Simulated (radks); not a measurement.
Q: All-electron atom: Co in [Ar] 3d8 7d1 (not the ground configuration). Calculated with a radial shooting solver on a logarithmic mesh with Libxc functionals: non-relativistic Kohn-Sham, PBEsol, spin-polarised, spherical densities, point nucleus; open shells are filled with parallel spins first. Some entries of the table are withheld. Estimate them.

| orbital | occ. | eigenvalue (eV) | <r> (bohr) |
|---|---|---|---|
| 1s down | 1 | -7510.560 | 0.05694 |
| 1s up | 1 | -7510.560 | 0.05694 |
| 2s up | 1 | -883.7019 | 0.2590 |
| 2s down | 1 | -882.6925 | 0.2588 |
| 2p up | 3 | -767.6851 | (1) |
| 2p down | 3 | -766.9329 | (2) |
| 3s up | 1 | -102.6348 | 0.7877 |
| 3s down | 1 | -100.5926 | 0.7891 |
| 3p up | 3 | -68.1249 | 0.8275 |
| 3p down | 3 | -66.1141 | 0.8300 |
| 3d up | 5 | -12.2389 | 1.113 |
| 3d down | 3 | -10.4488 | 1.158 |
| 7d up | 1 | -0.3272 | 44.59 |

A: 
(1) 2p up <r> (bohr): 0.2264
(2) 2p down <r> (bohr): 0.2262
